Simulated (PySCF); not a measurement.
Simulation results for AlBFH₅Si, AlBFH₄Si, CH₆AlFSi

Computed with PySCF 2.14.0. Calculation on a computer-drawn molecule: the log of a Hartree-Fock and frozen-core CCSD(T) single point meant for a local Hartree-Fock minimum, with one planted fault or none, to be diagnosed. Offsets are logged minus clean, where the clean run is the same molecule without the fault. The reference is restricted for singlets and unrestricted otherwise, and also for a bond in bohr or an excited solution. Adding or removing an electron swaps singlet and doublet. The excited solution moves the top pair (singlet) or top alpha electron (doublet) to the lowest empty orbital. Highest occupied and lowest empty are orbital energies over both spins, largest force is the largest gradient component, triples share is (T) over the correlation energy, the T1 limit is 0.02 restricted and 0.045 unrestricted, electrons count all cores, a negative frequency is imaginary (commonest isotopes), and the dipole is about the centre of nuclear charge.

Common to all runs: meant charge 0; meant basis cc-pV(D+d)Z; logged SCF converged yes; logged CC converged yes; logged SCF stable within its kind yes; possible faults no fault, one electron removed, one electron added, multiplicity raised by two, geometry at a saddle point, SCF held on an excited solution, minimal basis STO-3G, one bond length entered in bohr, all coordinates scaled.

```json
{"entry": 1, "formula": "AlBFH5Si", "logged_structure": {"atoms_angstrom": [["F", 2.1025, -0.0252, 0.2512], ["Al", 1.2366, 1.3927, 0.2284], ["B", -0.7545, 1.3295, 1.0045], ["Si", -2.4784, 0.9185, -0.0116], ["H", 1.9784, 2.6414, -0.3836], ["H", -0.9291, 1.5729, 2.1719], ["H", -3.205, -0.1935, 0.6527], ["H", -3.3385, 2.1312, 0.0135], ["H", -2.2652, 0.5434, -1.4325]]}, "given": {"meant_multiplicity": 1, "logged_electrons": 46, "logged_basis_functions": 99, "logged_spin_squared": 0.0, "logged_highest_occupied [eV]": -10.252, "logged_lowest_empty [eV]": 0.60069, "logged_largest_force [hartree/bohr]": 2.9104e-05, "logged_lowest_frequency [cm^-1]": 26.061, "logged_T1_diagnostic": 0.014086, "logged_D1_diagnostic": 0.0357, "logged_triples_share": 0.020269, "logged_dipole_magnitude [debye]": 1.8062, "logged_energy_HF [hartree]": -657.92148, "logged_energy_CCSD(T) [hartree]": -658.4146, "drawn_bonds_atom": [1, 2, 3, 2, 3, 4, 4, 4], "drawn_bonds_other_atom": [2, 3, 4, 5, 6, 7, 8, 9], "drawn_bonds_order": [1, 1, 1, 1, 1, 1, 1, 1]}, "results": {"planted_fault": "no fault", "HF_energy_offset_from_clean_run [kcal/mol]": 0.0, "CCSD(T)_energy_offset_from_clean_run [kcal/mol]": 0.0}}
{"entry": 2, "formula": "AlBFH4Si", "logged_structure": {"atoms_angstrom": [["F", 0.4889, -0.4603, -2.4577], ["Al", 0.4687, 0.3076, -0.9867], ["B", 0.5651, -0.8812, 0.71], ["Si", 0.6619, -2.0742, 2.3309], ["H", 0.3781, 1.8761, -0.9884], ["H", 1.8587, -1.8016, 3.1631], ["H", 0.7424, -3.4619, 1.8079], ["H", -0.5365, -1.9533, 3.196]]}, "given": {"meant_multiplicity": 2, "logged_electrons": 45, "logged_basis_functions": 32, "logged_spin_squared": 0.7682, "logged_highest_occupied [eV]": -5.7795, "logged_lowest_empty [eV]": 6.8245, "logged_largest_force [hartree/bohr]": 0.042092, "logged_T1_diagnostic": 0.015349, "logged_D1_diagnostic": 0.056615, "logged_triples_share": 0.030094, "logged_dipole_magnitude [debye]": 0.83434, "logged_energy_HF [hartree]": -649.28216, "logged_energy_CCSD(T) [hartree]": -649.43325, "drawn_bonds_atom": [1, 2, 3, 2, 4, 4, 4], "drawn_bonds_other_atom": [2, 3, 4, 5, 6, 7, 8], "drawn_bonds_order": [1, 1, 1, 1, 1, 1, 1]}, "results": {"planted_fault": "minimal basis STO-3G", "HF_energy_offset_from_clean_run [kcal/mol]": 5035, "CCSD(T)_energy_offset_from_clean_run [kcal/mol]": 5232}}
{"entry": 3, "formula": "CH6AlFSi", "logged_structure": {"atoms_angstrom": [["F", 2.3396, -2.2496, 0.8405], ["Al", 1.8358, -0.78, 0.2633], ["C", 2.4216, 0.8178, 1.2081], ["Si", 1.3972, 1.4013, 2.6744], ["H", 0.9295, -0.8052, -1.018], ["H", 2.4658, 1.6453, 0.4874], ["H", 3.4435, 0.6457, 1.5708], ["H", -0.002, 1.6642, 2.2506], ["H", 1.3667, 0.3626, 3.7326], ["H", 1.9447, 2.6496, 3.2571]]}, "given": {"meant_multiplicity": 1, "logged_electrons": 48, "logged_basis_functions": 104, "logged_spin_squared": 2.0137, "logged_highest_occupied [eV]": -4.6066, "logged_lowest_empty [eV]": -2.7545, "logged_largest_force [hartree/bohr]": 0.089937, "logged_T1_diagnostic": 0.046017, "logged_D1_diagnostic": 0.30271, "logged_triples_share": 0.026107, "logged_dipole_magnitude [debye]": 6.4561, "logged_energy_HF [hartree]": -671.52732, "logged_energy_CCSD(T) [hartree]": -672.08581, "drawn_bonds_atom": [1, 2, 3, 2, 3, 3, 4, 4, 4], "drawn_bonds_other_atom": [2, 3, 4, 5, 6, 7, 8, 9, 10], "drawn_bonds_order": [1, 1, 1, 1, 1, 1, 1, 1, 1]}, "results": {"planted_fault": "multiplicity raised by two", "HF_energy_offset_from_clean_run [kcal/mol]": 135.1, "CCSD(T)_energy_offset_from_clean_run [kcal/mol]": 137.0}, "notes": ["T1 above single-reference limit"]}
```
